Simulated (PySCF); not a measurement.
Cost of response and excited-state runs on `InChI=1S/C6H9FSi/c1-2-5-3-4-6(7)8-5/h2-6H,1,8H2/t5-,6-/m0/s1`

Cartesian coordinates in Å; atom numbers follow the order of the lines, from 1:
```xyz
17

C     2.830    0.331   -0.697
C     1.529    0.561   -0.689
C     0.574   -0.004    0.308
C    -0.382    1.043    0.815
C    -1.681    0.797    0.830
C    -2.153   -0.539    0.344
F    -3.173   -0.385   -0.593
Si   -0.583   -1.365   -0.410
H     3.301   -0.289    0.049
H     3.478    0.746   -1.449
H     1.082    1.186   -1.451
H     1.151   -0.399    1.151
H     0.035    1.978    1.161
H    -2.419    1.509    1.168
H    -2.614   -1.105    1.163
H    -0.321   -2.689    0.156
H    -0.661   -1.365   -1.866
```

PySCF with density fitting, on 1 thread of an Arm Neoverse V1, shared host. Command: `OMP_NUM_THREADS=1 python excited_run.py task.json out`

How long does this run take, and how much memory?
- circular dichroism and optical rotation, B3LYP/def2-SVPD; 16 states; writes grids


```
                                    run            level  basis functions  wall time  peak memory (GiB)
circular dichroism and optical rotation  B3LYP/def2-SVPD              239    2.1 min               0.98
```
Times from a shared host are rough.
